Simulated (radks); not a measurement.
Hg XLII, 39 electrons, occupied as [Kr] 4d3 (the NIST ground configuration).

All-electron calculation, Dirac Kohn-Sham, PBE, spin-unpolarised, spherical densities, finite nucleus; open shells fill j = l - 1/2 first; Fermi nuclear charge, rms radius 5.4648 fm. Program: a radial shooting solver on a logarithmic mesh with Libxc functionals.

Energy parts (eV):
| part | energy |
|---|---|
| total | -505967.92 |
| kinetic | 587907.25 |
| electron-nucleus | -1198618.57 |
| Hartree | 112840.48 |
| exchange-correlation | -8097.08 |

Orbitals (lengths in bohr, moments of r in powers of bohr; r(max) is where P^2 peaks):
orbital  occ.  eigenvalue (eV)  <1/r>       <r^4>      <r>   r(max)
1s1/2       2        -84882.05  97.50   3.999e-07  0.01659  0.01022
2s1/2       2        -16588.58  24.03  0.00005777  0.06923  0.05936
2p1/2       2        -15997.96  23.99  0.00003422  0.05691  0.04362
2p3/2       4        -14049.80  19.42  0.00005367  0.06556  0.05110
3s1/2       2        -5326.400  8.916    0.001999   0.1784   0.1663
3p1/2       2        -5064.528  8.827    0.001729   0.1686   0.1550
3p3/2       4        -4622.271  7.643    0.002373   0.1837   0.1698
3d3/2       4        -4194.813  7.526    0.001539   0.1596   0.1320
3d5/2       6        -4099.471  7.258    0.001691   0.1642   0.1360
4s1/2       2        -2395.785  4.190     0.03098   0.3640   0.3572
4p1/2       2        -2281.715  4.114     0.03075   0.3604   0.3525
4p3/2       4        -2143.531  3.716     0.03896   0.3834   0.3767
4d3/2       3        -1961.535  3.594     0.03666   0.3719   0.3601
4d5/2       0        -1932.226  3.505     0.03905   0.3783   0.3668
5s1/2       0        -1352.783  2.377      0.2624   0.6296   0.6467
5p1/2       0        -1298.685  2.334      0.2731   0.6333   0.6510
5p3/2       0        -1240.193  2.163      0.3273   0.6634   0.6847

The highest occupied level is 4d3/2 at -1961.5 eV. The electron density at the nucleus is 2.326e+06 e/bohr^3.
